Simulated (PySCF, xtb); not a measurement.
CH₅ClSn, SMILES [CH3][SnH2][Cl].

Harmonic wavenumbers (cm⁻¹) from GFN2-xTB (xtb 6.7.1) at its own minimum, in rising order: 75, 115, 318, 320, 458, 483, 537, 680, 757, 766, 1259, 1436, 1438, 1485, 1644, 3034, 3041, 3058.

### Question
What does B3LYP-D3(BJ)/def2-SVP (PySCF 2.14.0) give at its own minimum? (An estimate is asked for; the answer gives what the named calculation found.)

### Answer
63, 123, 359, 360, 511, 521, 611, 701, 778, 792, 1216, 1430, 1435, 1901, 1911, 3049, 3157, 3167. Paired by order, the mean absolute difference is 73 cm⁻¹ and the zero-point energies are 29.9 and 31.6 kcal/mol.
